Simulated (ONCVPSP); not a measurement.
Pseudopotential generation for Cu: ONCV, LDA (Perdew-Wang 92), scalar-relativistic.

| Property | Result |
| --- | --- |
| Element | Cu |
| Generator | ONCVPSP 4.0.1 |
| Type | optimised norm-conserving Vanderbilt (ONCV) |
| Functional | LDA (Perdew-Wang 92) |
| Relativity | scalar-relativistic |
| Frozen core | [Ne] |
| Valence charge | 19 |
| Reference configuration | 3s2 3p6 3d10 4p1 |
| Partial waves | 3s: rc 0.70 bohr, ncon 5, nbas 9, qcut 9.2 1/bohr, 2 projectors, debl 2 Ha; 3p+4p: rc 1.20 bohr, ncon 5, nbas 10, qcut 13.6 1/bohr, 2 projectors; 3d: rc 0.75 bohr, ncon 3, nbas 6, qcut 13.9 1/bohr, 2 projectors, debl 3.6 Ha |
| Local potential | polynomial inside 0.70 bohr (lpopt 5, dvloc0 0 Ha) |
| Core correction | none |

In the s channel the program set the typed energies aside and used -4.272, 0.250 Ha.

All-electron outer shells of the reference configuration (LDA (PZ), scalar-relativistic, ld1.x):

```tsv
shell	level (eV)	outermost node (bohr)	outermost maximum (bohr)
2p	-918.40	–	0.16
3s	-116.25	0.29	0.61
3p	-74.14	0.26	0.62
3d	-7.40	–	0.60
4p	-1.86	0.97	3.22
```

Results:

```
Cutoffs needed           : 401 Ha and 470 Ha (the cutoffs (Ha) at which the residual kinetic energy of the hardest occupied pseudo-wave falls to 1 and 0.1 mHa per electron)
Ghost test               : no bound ghost flagged; GHOST(+) flags only above 600 eV
Largest excitation error : -13 meV (all-electron minus pseudo) for 3s2 3p6 3d9 4p0, out of 4 test configurations
```

Generation and tests took about 5.6 s on one core of a shared server CPU.
